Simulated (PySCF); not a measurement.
Gas-phase reaction: 3 GeF4 + Ge2H6 ⇌ 2 GeF3 + 3 GeH2F2

Method: PySCF energies plus ideal-gas RRHO corrections (1 bar). † marks an energy on the PBE0/def2-TZVP geometry and frequencies; other levels use their own. MP2 freezes the core. 6-31G* has spherical d functions here. Open shells (unrestricted): GeF3 (multiplicity 2); the rest are closed-shell singlets. Ge: all electrons, no relativistic terms. GeF3, GeH2F2: computed as isolated molecules; such fragments, hydroxides, amides, oligomers or adducts are transient or little studied in the gas. MP2 isn't extrapolated to the basis-set limit; its ΔH°(298 K) is 301.0 kJ in def2-SVP and 304.7 kJ in def2-TZVPP. The harmonic model lacks anharmonicity and excited electronic states, which grow with temperature; levels with a mode under 35 cm⁻¹ are left out. Internal rotation in Ge2H6 is treated as a harmonic vibration of one conformer, which makes the entropy rough.

ΔH° and ΔS° at 298 K: BLYP/def2-TZVP† 179 kJ, 222 J/K; HF/6-31G* 219 kJ, 224 J/K; HF/def2-TZVP† 213 kJ, 222 J/K; MP2/def2-SVP† 301 kJ, 222 J/K; PBE/def2-TZVP† 221 kJ, 222 J/K.

### Question
With the heat capacities included, give log10 K (1 bar) at 500, 600, 1800, 2000, 2500 K from BLYP/def2-TZVP†, HF/6-31G*, HF/def2-TZVP†, MP2/def2-SVP†, PBE/def2-TZVP†.

### Answer
```tsv
T (K)	BLYP/def2-TZVP†	HF/6-31G*	HF/def2-TZVP†	MP2/def2-SVP†	PBE/def2-TZVP†
500	-7.2	-11.3	-10.8	-19.9	-11.6
600	-4.1	-7.6	-7.1	-14.8	-7.8
1800	5.6	4.4	4.6	2.0	4.3
2000	6.0	5.0	5.1	2.8	4.9
2500	6.8	5.9	6.1	4.2	5.9
```
